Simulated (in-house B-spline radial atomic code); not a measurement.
The europium ion Eu³⁺ is squeezed into an impenetrable sphere of radius R (the orbitals vanish at R). Method: scalar-relativistic (X2C) Hartree-Fock, spin-polarised, averaged over the determinants with the given up and down occupations, Fermi nucleus of rms radius 5.1115 fm. Calculated with an all-electron radial atomic-structure program (B-spline basis).

Energies in eV above the free ion in [Xe] 4f6:

| R (bohr) | highest level (eV) | [Xe] 4f6 | [Kr] 4d9 4f6 5s2 5p6 5f1 | [Kr] 4d9 4f7 5s2 5p6 |
| --- | --- | --- | --- | --- |
| 8.84 | -46.3 | 2.117e-05 | 158.2 | 127.9 |
| 6.36 | -46.3 | 0.0003106 | 159.5 | 127.9 |
| 5.33 | -46.3 | 0.009343 | 161.5 | 127.9 |
| 4.3 | -46.1 | 0.2508 | 166.6 | 128.1 |
| 3.41 | -44.5 | 3.669 | 179.5 | 131.5 |
| 2.92 | -40.9 | 15.1 | 201 | 142.8 |
| 2.75 | -38.7 | 24.5 | 215.4 | 152.1 |
| 2.38 | -30.6 | 69.91 | 276.6 | 197.3 |
| 1.69 | 34.2 | 528.5 | 811.6 | 657.5 |
| 1.38 | 156 | 1458 | 1834 | 1592 |

Q: Does [Kr] 4d9 4f6 5s2 5p6 5f1 fall below [Xe] 4f6 under compression?

A: No, it stays above over the whole range.

Q: Does [Kr] 4d9 4f7 5s2 5p6 fall below [Xe] 4f6 under compression?

A: No, it stays above over the whole range.

The highest level is first positive in the row R = 1.69 bohr, pushed up by confinement above the zero of the free ion's potential. Each configuration is held fixed and needn't be the lowest in the sphere.
